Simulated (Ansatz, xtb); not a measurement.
Relative energy of two isomers of C6H10BF

Structure X is `C#CCB(F)CCC`, a singlet and structure Y is `C=C(C)/C=C(\C)BF`, a singlet. Both are isolated molecules in the gas phase, relaxed with PBE0-D3(BJ)/def2-SVP; the shapes shown needn't be the lowest conformers.

X (Å):

```xyz
18

C     2.2033   -1.3843   -1.3031
C     2.3284   -0.4379   -0.5568
C     2.4556    0.6770    0.3630
C     0.3752   -0.3879    1.8960
C    -0.8039   -0.1373    0.9409
C    -1.9210   -1.1573    1.0951
B     1.5335    0.6305    1.6520
F     1.7773    1.5899    2.5473
H     2.1002   -2.2188   -1.9711
H     3.5023    0.7891    0.7005
H     2.2259    1.6300   -0.1520
H     0.0303   -0.3476    2.9424
H     0.7613   -1.4065    1.7088
H    -1.2080    0.8759    1.1113
H    -0.4387   -0.1511   -0.0999
H    -2.7549   -0.9511    0.4064
H    -2.3248   -1.1567    2.1202
H    -1.5560   -2.1753    0.8840
```

Y (Å):

```yaml
atoms:
  - { symbol: C, position_ang: [-0.2738, -0.7369, -1.7097] }
  - { symbol: C, position_ang: [0.1759, -0.8526, -0.4440] }
  - { symbol: C, position_ang: [0.6537, -2.1755, 0.0822] }
  - { symbol: C, position_ang: [0.1793, 0.3526, 0.3853] }
  - { symbol: C, position_ang: [0.5597, 0.5701, 1.6743] }
  - { symbol: C, position_ang: [1.1113, -0.4457, 2.6402] }
  - { symbol: B, position_ang: [0.3826, 2.0340, 2.1368] }
  - { symbol: F, position_ang: [0.7152, 2.3906, 3.3745] }
  - { symbol: H, position_ang: [-0.3046, -1.5947, -2.3865] }
  - { symbol: H, position_ang: [-0.6234, 0.2223, -2.1009] }
  - { symbol: H, position_ang: [0.0634, -2.5000, 0.9517] }
  - { symbol: H, position_ang: [1.7033, -2.1244, 0.4067] }
  - { symbol: H, position_ang: [0.5744, -2.9518, -0.6910] }
  - { symbol: H, position_ang: [-0.1974, 1.2351, -0.1462] }
  - { symbol: H, position_ang: [1.3220, 0.0276, 3.6090] }
  - { symbol: H, position_ang: [2.0515, -0.8935, 2.2843] }
  - { symbol: H, position_ang: [0.4082, -1.2715, 2.8259] }
  - { symbol: H, position_ang: [-0.0557, 2.9031, 1.4128] }
```

Quicker runs give these differences E(Y) − E(X): GFN2-xTB −15.4 kcal/mol; HF/STO-3G +7.5 kcal/mol (at GFN2-xTB geometries); r2SCAN-D4/def2-SVP −12.7 kcal/mol (at GFN2-xTB geometries).

Problem. Estimate which is lower in electronic energy at CCSD(T)/def2-SVP + ΔMP2/def2-TZVPP, and by roughly how much.

Solution. The CCSD(T)/def2-SVP + ΔMP2/def2-TZVPP calculation puts structure Y lower, by 10.5 kcal/mol.

Level by level:

```
                             level              geometry  E(Y) − E(X) (kcal/mol)  departure from the last row (kcal/mol)  job, with rough time for the two
                          GFN2-xTB              GFN2-xTB                     −15.4                                    −4.9              optimisation, 0.28 s
                         HF/STO-3G              GFN2-xTB                      +7.5                                   +18.0              single point, 0.36 s
                r2SCAN-D4/def2-SVP              GFN2-xTB                     −12.7                                    −2.2               single point, 4.1 s
              PBE0-D3(BJ)/def2-SVP  PBE0-D3(BJ)/def2-SVP                     −12.2                                    −1.7             optimisation, 1.7 min
                       HF/def2-SVP  PBE0-D3(BJ)/def2-SVP                      −8.3                                    +2.2           part of the CCSD(T) run
                      MP2/def2-SVP  PBE0-D3(BJ)/def2-SVP                      −8.1                                    +2.4           part of the CCSD(T) run
                  CCSD(T)/def2-SVP  PBE0-D3(BJ)/def2-SVP                     −10.7                                    −0.2                      single point
CCSD(T)/def2-SVP + ΔMP2/def2-TZVPP  PBE0-D3(BJ)/def2-SVP                     −10.5                                                     single point, 2.1 min
```

As drawn, Y has 2 C=C, 1 B–H in place of 1 C≡C, 1 C–B, 1 C–H.

HF/STO-3G puts the two in the other order. The largest departure from CCSD(T)/def2-SVP + ΔMP2/def2-TZVPP is that of HF/STO-3G, 18.0 kcal/mol. The last row adds to CCSD(T) the change of the MP2 difference between the two basis sets, here +0.2 kcal/mol.

With thermal terms from frequencies at re-optimised GFN2-xTB minima (ideal gas, soft modes damped towards free rotors, one conformer each, 298.15 K, 1 atm): on the last row, ΔE + ΔZPE = −10.7, ΔH = −11.0, ΔG = −10.1 kcal/mol.

The correlated steps freeze 8 core orbitals. Run with Ansatz 0.2.0, xtb 6.7.1; the last row on 4 threads of Arm Neoverse V2 on a shared host.
